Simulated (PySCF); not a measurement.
**Distorted geometries of [Pb(BH4)3]−**

[Pb(BH4)3]− (singlet). PySCF 2.14.0, RKS PBE, Pb def2-SVP with ECP60, B def2-SVP, H def2-SVP; non-relativistic Hamiltonian with scalar-relativistic core potentials where named; density fitting; no spin-orbit coupling. Relaxed geometry:

```xyz
16

Pb    0.0000    0.0000    0.1172
B     2.5550    0.0160   -0.6477
H     3.5361    0.0245   -1.3965
H     2.6022   -0.9069    0.1845
H     1.5882   -0.1978   -1.4590
H     2.4044    1.1220   -0.0936
B    -1.2913    2.2047   -0.6477
H    -1.7892    3.0501   -1.3965
H    -0.5157    2.7070    0.1845
H    -0.6228    1.4744   -1.4590
H    -2.1739    1.5212   -0.0936
B    -1.2637   -2.2207   -0.6477
H    -1.7469   -3.0746   -1.3965
H    -2.0865   -1.8001    0.1845
H    -0.9654   -1.2766   -1.4590
H    -0.2305   -2.6433   -0.0936
```

**Question.** Order these distorted geometries by energy above the relaxed one, lowest first.
A.
```xyz
16

Pb   -0.0832   -0.0467    0.3274
B     2.5041   -0.2165   -0.6155
H     3.3678    0.0342   -1.5144
H     2.5669   -1.0092    0.3122
H     1.6693   -0.1955   -1.6073
H     2.3256    1.1121   -0.2547
B    -1.2605    2.2653   -0.6881
H    -1.7303    3.1687   -1.4102
H    -0.4843    2.7351    0.2446
H    -0.4565    1.4275   -1.6095
H    -2.1254    1.4679   -0.1558
B    -1.2497   -2.1363   -0.6701
H    -1.9398   -3.0117   -1.4014
H    -2.1177   -1.6508    0.2556
H    -0.7904   -1.3176   -1.3428
H    -0.1961   -2.6265    0.0104
```
B.
```xyz
16

Pb   -0.0030   -0.0254    0.0802
B     2.5638    0.0529   -0.6339
H     3.6532    0.0076   -1.3753
H     2.5586   -0.8389    0.2001
H     1.6260   -0.2577   -1.4365
H     2.3125    1.1790   -0.0441
B    -1.2607    2.1005   -0.6575
H    -1.7410    3.0867   -1.4541
H    -0.4579    2.6450    0.2910
H    -0.7093    1.4774   -1.5617
H    -2.1237    1.4645   -0.0352
B    -1.3000   -2.2070   -0.6894
H    -1.7050   -3.0466   -1.3731
H    -2.0840   -1.6725    0.1590
H    -1.0795   -1.3485   -1.4454
H    -0.2501   -2.6170   -0.1436
```
C.
```xyz
16

Pb   -0.0398    0.1272   -0.1533
B     2.4254   -0.1096   -0.5379
H     3.7819    0.2048   -1.2761
H     2.6733   -1.0051    0.0906
H     1.4574   -0.3693   -1.5409
H     2.3262    0.9833   -0.1142
B    -1.1041    2.2287   -0.5861
H    -2.0210    3.3661   -1.2851
H    -0.3240    2.7773   -0.0357
H    -0.8048    1.6600   -1.5661
H    -2.2153    1.3703    0.0204
B    -1.2772   -2.1805   -0.5150
H    -1.8101   -3.3421   -1.2915
H    -1.8946   -1.6955    0.1868
H    -0.9881   -1.4093   -1.3238
H    -0.1853   -2.6060   -0.1917
```

**Answer.** B (0.66 eV), A (1.50 eV), C (4.42 eV).

**Question.** Which forces (eV/Å) act in the one that lies 0.66 eV up?

**Answer.** 
```
Pb   0.10 -0.16  0.21
B    0.84  0.58 -0.45
H   -1.14  0.23  0.78
H    0.17 -0.36  0.39
H   -0.05  0.16 -0.24
H    0.30 -0.63 -0.57
B   -0.21  2.62  0.46
H    0.38 -1.17  1.20
H   -0.67 -0.70 -1.33
H    0.54 -0.54 -0.16
H   -0.23 -0.02 -0.26
B    0.21  0.12  2.64
H   -0.93 -1.39 -0.93
H    0.11 -0.55 -0.20
H    0.64  1.71 -1.60
H   -0.05  0.10  0.06
```
Forces carry noise of the integration grid, about 0.01 to 0.03 eV/Å.
